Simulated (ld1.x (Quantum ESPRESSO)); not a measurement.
# osmium (Os): TM pseudisation with PBE, scalar-relativistic reference atom.

The input file (ld1.x (Quantum ESPRESSO) 7.5):

```
&input
   title='Os', zed=76., rel=1, dft='PBE', iswitch=3,
   config='[Xe] 4f14 5d6 6s2 6p0',
   nld=3, rlderiv=2.60, eminld=-2.0, emaxld=5.0, deld=0.02
 /
 &inputp
   pseudotype=2, tm=.true., lloc=-1, rcloc=1.85,
   nlcc=.true., new_core_ps=.true., rcore=1.45,
   file_pseudopw='Os.UPF', file_wfcaegen='ae.wfc', file_wfcncgen='nc.wfc', file_beta='beta', file_chi='chi'
 /
3
6S  1  0   2.00   0.00  2.15  2.15  0.0
6P  2  1   0.00   0.00  2.40  2.40  0.0
5D  3  2   6.00   0.00  1.55  1.55  0.0
 &test
   configts(1)='5d6 6s2 6p0'
 /
```

Command:

```bash
ld1.x < Os.in > Os.out
```

Resulting log (shortened: banner, matrices, multipoles, cross overlaps and the repeated all-electron block are left out):

```
Program LD1 v.7.5
     --------------------------- All-electron run ----------------------------

     Os
     scalar relativistic calculation

     atomic number is 76.00
     dft =PBE   lsd =0 sic =0 latt =0  beta=0.20 tr2=1.0E-14
     Exchange-correlation= PBE
                           (   1   4   3   4   0   0   0)
     mesh =1275 r(mesh) =  98.91557 a.u. xmin = -7.00 dx = 0.01250
     1 Ry =  13.60569312 eV, c = 137.03599908

     n l     nl                  e(Ry)          e(Ha)          e(eV)
     1 0     1S 1( 2.00)     -5430.1462     -2715.0731    -73880.9027
     2 0     2S 1( 2.00)      -945.6987      -472.8494    -12866.8869
     2 1     2P 1( 6.00)      -823.3600      -411.6800    -11202.3830
     3 0     3S 1( 2.00)      -220.0785      -110.0393     -2994.3208
     3 1     3P 1( 6.00)      -184.1637       -92.0819     -2505.6750
     4 0     4S 1( 2.00)       -46.4449       -23.2225      -631.9155
     4 1     4P 1( 6.00)       -34.6678       -17.3339      -471.6795
     3 2     3D 1(10.00)      -144.0773       -72.0387     -1960.2717
     5 0     5S 1( 2.00)        -6.7289        -3.3645       -91.5514
     5 1     5P 1( 6.00)        -3.7366        -1.8683       -50.8392
     4 2     4D 1(10.00)       -20.0549       -10.0275      -272.8609
     4 3     4F 1(14.00)        -3.8204        -1.9102       -51.9789
     5 2     5D 1( 6.00)        -0.4597        -0.2299        -6.2549
     6 0     6S 1( 2.00)        -0.4518        -0.2259        -6.1465
     6 1     6P 1( 0.00)        -0.0933        -0.0466        -1.2693

     final scf error:  2.4E-15 reached in  25 iterations

     Etot =  -34507.716204 Ry,  -17253.858102 Ha, -469501.397054 eV

     Ekin =   38256.971299 Ry,   19128.485650 Ha,  520512.611316 eV
     Encl =  -85532.524044 Ry,  -42766.262022 Ha,-1163729.274172 eV
     Eh   =   13444.156886 Ry,    6722.078443 Ha,  182917.072883 eV
     Exc  =    -676.320346 Ry,    -338.160173 Ha,   -9201.807080 eV

     normalization and overlap integrals

     s(1S/1S) =  1.000000  <r> =   0.0177  <r2> =    0.0004  r(max) =   0.0110
     s(2S/2S) =  1.000000  <r> =   0.0749  <r2> =    0.0066  r(max) =   0.0636
     s(2P/2P) =  1.000000  <r> =   0.0673  <r2> =    0.0055  r(max) =   0.0520
     s(3S/3S) =  1.000000  <r> =   0.1939  <r2> =    0.0430  r(max) =   0.1794
     s(3P/3P) =  1.000000  <r> =   0.1945  <r2> =    0.0439  r(max) =   0.1772
     s(4S/4S) =  1.000000  <r> =   0.4318  <r2> =    0.2104  r(max) =   0.4042
     s(4P/4P) =  1.000000  <r> =   0.4594  <r2> =    0.2400  r(max) =   0.4250
     s(3D/3D) =  1.000000  <r> =   0.1762  <r2> =    0.0364  r(max) =   0.1450
     s(5S/5S) =  1.000000  <r> =   1.0059  <r2> =    1.1360  r(max) =   0.9110
     s(5P/5P) =  1.000000  <r> =   1.1696  <r2> =    1.5498  r(max) =   1.0323
     s(4D/4D) =  1.000000  <r> =   0.4890  <r2> =    0.2767  r(max) =   0.4357
     s(4F/4F) =  1.000000  <r> =   0.5565  <r2> =    0.3822  r(max) =   0.4042
     s(5D/5D) =  1.000000  <r> =   1.8168  <r2> =    3.9997  r(max) =   1.3590
     s(6S/6S) =  1.000000  <r> =   2.9803  <r2> =   10.1824  r(max) =   2.4763
     s(6P/6P) =  1.000000  <r> =   4.6965  <r2> =   26.2011  r(max) =   3.5582

     ------------------------ End of All-electron run ------------------------

     --------------------- Generating NC pseudopotential ---------------------

      Generating local potential from pseudized AE potential:
      Matching radius rcloc =   1.8500

      Local pseudo, rcloc= 1.858 Estimated cut-off energy=     7.33 Ry

      Computing core charge for nlcc:

       r > 1.46 : true rho core
      Core charge pseudized with two Bessel functions
      Integrated core pseudo-charge :  15.45

      Wfc   6S  rcut= 2.158  Using Troullier-Martins method

      Wfc   6P  rcut= 2.385  Using Troullier-Martins method

      Wfc   5D  rcut= 1.559  Using Troullier-Martins method

     ------------------- End of pseudopotential generation -------------------

     Computing logarithmic derivative in   2.58710
     Computing logarithmic derivative in   2.58710
     Computing the partial wave expansion
     R is outside the sphere for l=    0 j= 0.00
     R is outside the sphere for l=    1 j= 0.00
     R is outside the sphere for l=    2 j= 0.00

     ---------------------- Testing the pseudopotential ----------------------

     Os
     scalar relativistic calculation

     atomic number is 76.00   valence charge is  8.00
     dft =PBE   lsd =0 sic =0 latt =0  beta=0.20 tr2=1.0E-14
     mesh =1275 r(mesh) =  98.91557 xmin = -7.00 dx = 0.01250

     n l     nl             e AE (Ry)        e PS (Ry)    De AE-PS (Ry)
     3 2     5D   1( 6.00)       -0.45972       -0.45972       -0.00000
     1 0     6S   1( 2.00)       -0.45176       -0.45176        0.00000
     2 1     6P   1( 0.00)       -0.09329       -0.09329       -0.00000

     eps = 1.5E-16  iter =  6

     Etot =  -34507.716204 Ry,  -17253.858102 Ha, -469501.397054 eV
     Etotps =   -58.749599 Ry,     -29.374800 Ha,    -799.329019 eV

     Ekin =      24.076501 Ry,      12.038250 Ha,     327.577479 eV
     Encl =     -73.117621 Ry,     -36.558811 Ha,    -994.815917 eV
     Ehrt =      27.791013 Ry,      13.895507 Ha,     378.115997 eV
     Ecxc =     -36.852231 Ry,     -18.426115 Ha,    -501.400139 eV
     (Ecc =     -28.237895 Ry,     -14.118947 Ha,    -384.196131 eV)
     Epseu=      -0.647261 Ry,      -0.323631 Ha,      -8.806439 eV

     ---------------------- End of pseudopotential test ----------------------
```

Note: ghost states, extra bound levels that the all-electron valence spectrum of the same l lacks: s at -55.6 eV, p at -4.2 eV. A true bound ghost makes a file unfit for plane-wave use.

Generation and configuration tests took about 3 s on one core of a shared server CPU.
